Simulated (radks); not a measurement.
Results of a calculation; reference values are marked as such.
Task: Neutral vanadium: order these configurations by energy. Code: a radial shooting solver on a logarithmic mesh with Libxc functionals. Model: scalar-relativistic Kohn-Sham, PBEsol, spin-polarised, spherical densities, finite nucleus; Fermi nuclear charge, rms radius of each element as measured or else 0.836 A^(1/3) + 0.57 fm. Open shells are filled with parallel spins first. [Ar] 3d2 4s2 4p1; [Ar] 3d3 4s1 4p1; [Ar] 3d3 4s2; [Ar] 3d4 4p1; [Ar] 3d4 4s1; [Ar] 3d5.

Result: From the lowest, in eV above it: [Ar] 3d4 4s1 0.000; [Ar] 3d3 4s2 1.182; [Ar] 3d5 1.802; [Ar] 3d4 4p1 3.145; [Ar] 3d3 4s1 4p1 3.224; [Ar] 3d2 4s2 4p1 7.587.
